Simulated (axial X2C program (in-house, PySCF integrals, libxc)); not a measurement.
**Curves of CrSH from open-shell CI on d4 s1 p(π)0**

Computed with an in-house all-electron X2C program for linear molecules (integrals from PySCF): two-component X2C with atomic mean-field Coulomb and Gaunt terms, basis Cr dyall-v4z, S dyall-v4z, H dyall-v4z (cores contracted in-house). Orbitals come from Hartree–Fock averaged over the configuration Cr d4 s1 p(π)0; CI then distributes these electrons over the d, s, p(π) shells of Cr.

Scan along the Cr–S bond with SH moving as one mass, its bond held at 1.340 Å; masses Cr 51.941 u, S 31.972 u, H 1.008 u. Energies in cm⁻¹ from the lowest point; levels are followed by energy order within each Ω. Lowest level at 2.319 Å: 98% d4 s1.

| R (Å) | (1)Ω=1/2 | (1)Ω=3/2 | (1)Ω=5/2 | (2)Ω=3/2 | (2)Ω=1/2 | (3)Ω=1/2 | (3)Ω=3/2 |
| --- | --- | --- | --- | --- | --- | --- | --- |
| 2.157 | 1743 | 1770 | 1890 | 1981 | 1997 | 2210 | 2202 |
| 2.238 | 485 | 512 | 586 | 854 | 886 | 1026 | 1037 |
| 2.319 | 0 | 23 | 80 | 469 | 505 | 619 | 637 |
| 2.412 | 172 | 194 | 245 | 687 | 724 | 830 | 851 |
| 2.505 | 866 | 887 | 938 | 1391 | 1427 | 1532 | 1552 |
| 2.609 | 2043 | 2065 | 2118 | 2554 | 2588 | 2695 | 2715 |
| 2.736 | 3812 | 3836 | 3892 | 4289 | 4320 | 4434 | 4450 |

**Question.** Fit the curves (1)Ω=1/2, (1)Ω=5/2, (2)Ω=3/2, (2)Ω=1/2, (3)Ω=1/2, (3)Ω=3/2 near their minima.

**Answer.** From the open-shell CI curves, Te from the lowest:

```json
{"level": "(1)Ω=1/2", "Te (cm⁻¹)": "0", "Re (Å)": "2.341", "ωe (cm⁻¹)": "372.0"}
{"level": "(1)Ω=5/2", "Te (cm⁻¹)": "77", "Re (Å)": "2.342", "ωe (cm⁻¹)": "374.5"}
{"level": "(2)Ω=3/2", "Te (cm⁻¹)": "482", "Re (Å)": "2.332", "ωe (cm⁻¹)": "361.0"}
{"level": "(2)Ω=1/2", "Te (cm⁻¹)": "518", "Re (Å)": "2.332", "ωe (cm⁻¹)": "360.3"}
{"level": "(3)Ω=1/2", "Te (cm⁻¹)": "630", "Re (Å)": "2.334", "ωe (cm⁻¹)": "363.6"}
{"level": "(3)Ω=3/2", "Te (cm⁻¹)": "649", "Re (Å)": "2.333", "ωe (cm⁻¹)": "362.8"}
```

Without dynamic correlation distances can be off by several hundredths of an Å (long for ionic bonds, short for multiple bonds) and the wavenumbers are rough.

The 7 lowest curves are shown; the next is (2)Ω=5/2, from 661 cm⁻¹.

There is no dynamic correlation: spin–orbit spacings and, for f shells, spacings inside one term are the most reliable numbers, splittings between terms come out too wide, and energies between configurations are not reliable, so the lowest level need not be the ground state of the molecule. For d shells the ligand-field splittings (σ, π, δ) and their order can be off by a thousand cm⁻¹ or more. At most 4 roots were kept for each Ω > 0 (twice that for Ω = 0) within 3.2 eV of the lowest, so higher up levels can be missing between those listed; levels with Ω > 0 are doubly degenerate and listed once, Ω = 0 levels singly. States that fill the shells left empty in the average are placed too high. The molecule was held linear; bending was not examined. Hydrosulfides and their kin are strongly bent in nature, so this linear model does not describe the real molecule.
